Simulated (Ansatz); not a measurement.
Gas-phase electronic energies from Ansatz, PBE0-D4/def2-TZVP geometries. CCSD(T)/CBS is the MP2 limit (def2-TZVPP, def2-QZVPP) plus CCSD(T) − MP2 in def2-TZVPP, frozen cores. Functionals use def2-TZVPP. B3LYP here is the variant with VWN-RPA as its local correlation; programs differ in this. def2 core potentials past Kr. For Sn outer-core shells are correlated without core-valence functions, which leaves a few kJ/mol of doubt a bond. One conformer a species, not always the lowest.

Consider the formal exchange of groups at the Si–Sn bond: `[AlH2][O][SnH2][SiH3]` + `COC(N)O` → `NC(O)O[SiH3]` + `[CH3][SnH2][O][AlH2]`.

`[AlH2][O][SnH2][SiH3]`:

Cartesian coordinates in Å:
```
Al -0.817 -2.140 -1.017
O -0.316 -0.631 -1.562
Sn 0.354 1.091 -0.902
Si 0.418 0.963 1.664
H -0.797 -2.426 0.547
H -1.288 -3.215 -2.077
H 1.890 1.278 -1.630
H -0.737 2.255 -1.517
H -0.944 0.680 2.185
H 0.892 2.260 2.217
H 1.346 -0.116 2.091
```

`COC(N)O`:

Z-matrix (Å, degrees):
```
C
O 1 1.410
H 1 1.090 2 107.0
H 1 1.099 2 111.0 3 -118.7
H 1 1.093 2 111.6 3 119.8
C 2 1.391 1 113.8 3 173.2
O 6 1.401 2 107.8 1 64.3
N 6 1.423 2 111.4 1 -175.3
H 6 1.105 2 109.0 1 -55.4
H 7 0.962 6 106.5 2 165.6
H 8 1.012 6 110.7 2 68.1
H 8 1.015 6 109.1 2 -50.9
```

`NC(O)O[SiH3]`:

Cartesian coordinates in Å:
```
N 0.667 1.399 1.314
C -0.125 0.408 0.673
O 0.223 -0.862 1.149
O 0.059 0.374 -0.711
Si -0.368 -0.926 -1.647
H 1.630 1.317 1.005
H 0.335 2.328 1.088
H -1.183 0.626 0.883
H 0.268 -0.805 2.109
H -1.728 -1.405 -1.282
H -0.372 -0.404 -3.035
H 0.595 -2.049 -1.546
```

`[CH3][SnH2][O][AlH2]`:

Cartesian coordinates in Å:
```
C 1.108 1.357 -0.543
Sn 0.429 0.346 1.208
O -0.891 -0.979 0.636
Al -1.632 -1.797 -0.627
H 1.870 2.093 -0.286
H 1.531 0.634 -1.240
H 0.270 1.864 -1.022
H -0.402 1.371 2.294
H 1.663 -0.542 1.989
H -1.194 -1.483 -2.122
H -2.752 -2.862 -0.286
```

CCSD(T)/CBS gives -135.9 kJ/mol.

Question: Another level gave -144.1 kJ/mol. Which?
A. CCSD/def2-TZVPP
B. SCS-MP2/def2-TZVPP
C. PBE0-D4/def2-TZVPP
D. B3LYP/def2-TZVPP

Answer: B. SCS-MP2/def2-TZVPP -144.1, B3LYP -126.6, CCSD/def2-TZVPP -136.3, PBE0-D4 -116.2 kJ/mol.

Largest T1 diagnostic among the species: 0.014.

From PBE to PBE0 (25 % exact exchange), in def2-TZVPP and without D4, ΔE moves by −7.2 kJ/mol.
